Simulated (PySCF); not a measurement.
Sn(H)(Br)3, SMILES [Br][SnH]([Br])[Br], singlet, PBE0/def2-SVP optimised geometry. Atoms within 1.6 Å of the plane z = 0.0 Å (x, y, z in Å): Sn1 (-0.85, -1.18, 0.00), Br2 (-1.63, 1.18, 0.00), Br4 (1.63, -1.18, 0.00), H5 (-1.45, -2.01, -1.36).

Computed with PBE0/def2-TZVP, def2 effective core potentials past Kr (PySCF 2.14.0). The core electrons that the potentials of Sn replace are not part of the density. Cells within 0.4 Å of a nucleus heavier than hydrogen are left out (blank, or x).

Map of the electron localisation function on the plane z = 0.0 Å:

```
|000000000000000000000000000|
|000000000000000000000000000|
|000000000000000000000000000|
|000000122221000000000000000|
|000012445554310000000000000|
|001245678887531000000000000|
|002578888999752000000000000|
|014789733699863000000000000|
|03689925x279972000000000000|
|1369982xxx49861000000000000|
|1369992xx459840000222100000|
|036899611288620013565420000|
|024789887887410147888742000|
|002467787643212479999863100|
|000123442222124789999985200|
|000001222587325883226986200|
|0000012259xx724844xx2886300|
|000001225xxx82483xxx2786300|
|0000012248x9624862x52886200|
|000001222465324886348985200|
|000000122222223689999974100|
|000000012222212479999863100|
|000000001111101257887641000|
|000000000000000124554310000|
|000000000000000001221100000|
|000000000000000000000000000|
|000000000000000000000000000|
```
Scale: ten equal steps from 0.000 (start of '0') to 0.858 (end of '9'), in the order '0123456789'; x runs from -4.00 to 4.00, y from -4.00 (bottom) to 4.00 (top).
